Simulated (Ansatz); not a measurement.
Stepwise reaction of `[OH][W]([OH])([OH])([Cl])([Cl])[Cl]` with hydrogen fluoride, as a gas-phase model of exchange steps in deposition or etching. ΔE in kJ/mol; ΔG adds harmonic PBE0-D4 terms to CCSD(T)/CBS, at 1 bar.

Program: Ansatz. Geometries: PBE0-D4/def2-TZVP. ΔE: electronic, gas phase. CCSD(T)/CBS adds triple-zeta CCSD(T) − MP2 to the extrapolated MP2 energy (def2 sets, frozen cores). This one scheme is used for every species. DFT in def2-TZVPP. B3LYP here is the variant with VWN-RPA as its local correlation; programs differ in this. Elements past krypton have def2 core potentials. For W outer-core shells are correlated without core-valence functions, which leaves a few kJ/mol of doubt a bond. One conformer a species, not always the lowest.

```
step                                                                                  reaction  PBE-D4  B3LYP-D4  ωB97M-V  CCSD(T)/CBS  ΔG(500 K)
   1  `[OH][W]([OH])([OH])([Cl])([Cl])[Cl]` + H–F → `[OH][W]([OH])([OH])([F])([Cl])[Cl]` + HCl   -19.9     -25.8    -29.3        -12.4      -20.9
   2    `[OH][W]([OH])([OH])([F])([Cl])[Cl]` + H–F → `[OH][W]([OH])([OH])([F])([F])[Cl]` + HCl   -25.1     -28.5    -35.8        -21.9      -23.9
```

Q: By hand: ΔE of the 2 steps together at CCSD(T)/CBS.

A: (-12.4) + (-21.9) = -34.3 kJ/mol, or -17.1 kJ/mol a step.

In ΔE each step is lower than the one before. All are downhill at CCSD(T)/CBS. ΔG lies between -23.9 and -20.9 kJ/mol a step. PBE-D4 differs from CCSD(T)/CBS by -7.5 to -3.2 kJ/mol a step. Isolated molecules leave out the surface, adducts and barriers. Largest T1 diagnostic: 0.022.
